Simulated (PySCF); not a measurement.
BiF3, SMILES [F][Bi]([F])[F]. The structure is a stationary point at PBE-D3(BJ)/def2-SVP. The isomer is the one that the SMILES or the coordinates give; other isomers of the formula were not compared. The def2 effective core potentials stand for the cores of Bi; spin–orbit coupling is left out.

Computed equilibrium geometry at PBE-D3(BJ)/def2-SVP (PySCF confirms it by a frequency run) as bond lengths and angles, and its point group:
point group C3v.
Atoms: Bi1 F2 F3 F4. Bonds (Å): Bi1–F2 2.043, Bi1–F3 2.043, Bi1–F4 2.043. Bond angles (°): F2–Bi1–F3 96.5, F2–Bi1–F4 96.5, F3–Bi1–F4 96.5.
